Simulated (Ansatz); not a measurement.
Consider the formal exchange of groups at the Si–Cl bond: `S[SiH](Cl)CCl` + `OCF` → `O[SiH](S)CCl` + `FCCl`.

Computed with Ansatz on PBE0-D4/def2-TZVP structures; ΔE is electronic, products minus reactants. CCSD(T)/CBS adds triple-zeta CCSD(T) − MP2 to the extrapolated MP2 energy (def2 sets, frozen cores). This one scheme is used for every species. DFT in def2-TZVPP. HSE06 is defined as in plane-wave codes. One conformer a species, not always the lowest.

`S[SiH](Cl)CCl`:

```xyz
9

S    -1.499    1.614    0.515
Si   -0.510   -0.260    0.609
Cl   -1.968   -1.690    0.422
C     0.705   -0.470   -0.803
Cl    1.987    0.757   -0.592
H    -0.332    2.285    0.520
H     0.199   -0.472    1.889
H     0.240   -0.312   -1.775
H     1.178   -1.453   -0.784
```

`OCF`:

Z-matrix (Å, degrees):
```
C
F 1 1.381
O 1 1.370 2 111.1
H 1 1.091 2 107.8 3 -117.4
H 1 1.096 2 106.3 3 123.2
H 3 0.962 1 109.3 2 70.7
```

`O[SiH](S)CCl`:

```xyz
10

O    -1.298   -0.971    0.830
Si    0.159   -0.301    0.499
S     1.352   -1.445   -0.847
C    -0.045    1.375   -0.325
Cl   -1.015    1.175   -1.815
H    -1.868   -1.142    0.076
H     0.824   -0.162    1.814
H     1.567   -2.421    0.052
H     0.907    1.825   -0.607
H    -0.584    2.068    0.322
```

`FCCl`:

Z-matrix (Å, degrees):
```
C
F 1 1.355
Cl 1 1.766 2 110.5
H 1 1.089 2 109.3 3 -118.4
H 1 1.089 2 109.3 3 118.4
```

Q: Is it downhill or uphill in electronic energy at CCSD(T)/CBS, and by how much? (Best estimate.)

A: Ansatz gave: Uphill: ΔE = +8.8 kJ/mol.

Q: What do these levels give: BLYP-D4, r2SCAN-D4, HSE06-D4, PBE-QIDH, LC-ωPBE, RPA@PBE/def2-TZVPP, CCSD/def2-SVP, CCSD/def2-TZVPP, CCSD(T)/def2-TZVPP, MP2/def2-QZVPP, HF/CBS(def2), MP2/CBS(def2)? (Best estimate.)

A: The calculation gave: BLYP-D4 6.6, r2SCAN-D4 9.8, HSE06-D4 15.0, PBE-QIDH 13.7, LC-ωPBE 13.0, RPA@PBE/def2-TZVPP 7.9, CCSD/def2-SVP 31.6, CCSD/def2-TZVPP 9.6, CCSD(T)/def2-TZVPP 9.4, MP2/def2-QZVPP 9.5, HF/CBS(def2) 10.9, MP2/CBS(def2) 9.6 kJ/mol.

Largest T1 diagnostic among the species: 0.011.

From BLYP to BHLYP (50 % exact exchange), in def2-TZVPP and without D4, ΔE moves by +4.0 kJ/mol. Leaving LDA and LC-ωPBE aside and taking each functional with its dispersion term where it has one, the values spread over 8.5 kJ/mol, from BLYP-D4 to HSE06-D4. At CCSD(T), def2-SVP lies +22.4 kJ/mol from the extrapolated value and def2-TZVPP +0.6 kJ/mol.
